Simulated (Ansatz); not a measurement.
Basis-set series for AlBH$_{4}$N$_{2}$. The species carries charge 0 and has multiplicity 1. The structure was optimised at the PBE0-D4/def2-TZVP level.

```xyz
8

B    -0.231    0.267   -0.886
N    -0.527   -1.005   -0.268
Al    0.305   -0.352    1.170
N     0.480    1.058    0.091
H    -0.521    0.602   -2.000
H    -1.013   -1.766   -0.696
H     0.686   -0.793    2.633
H     0.820    1.989   -0.043
```

```csv
functional,basis,functions,energy (Eh),HOMO (eV),LUMO (eV)
PBE0-D4,def2-SVP,80,-378.83735,-6.30,-0.48
PBE0-D4,def2-QZVPP,361,-379.09880,-6.60,-0.71
ωB97M-V,def2-SVP,80,-379.04163,-8.60,1.21
ωB97M-V,def2-QZVPP,361,-379.30711,-8.90,0.62
```

Problem. Give the rows for def2-TZVPP. (An estimate is asked.)

Solution. Computed: 
```
functional       basis  functions  energy (Eh)  HOMO (eV)  LUMO (eV)
   PBE0-D4  def2-TZVPP        191   -379.08227      -6.55      -0.62
   ωB97M-V  def2-TZVPP        191   -379.29149      -8.85       0.95
```

Positive LUMOs are unbound and depend on the basis.
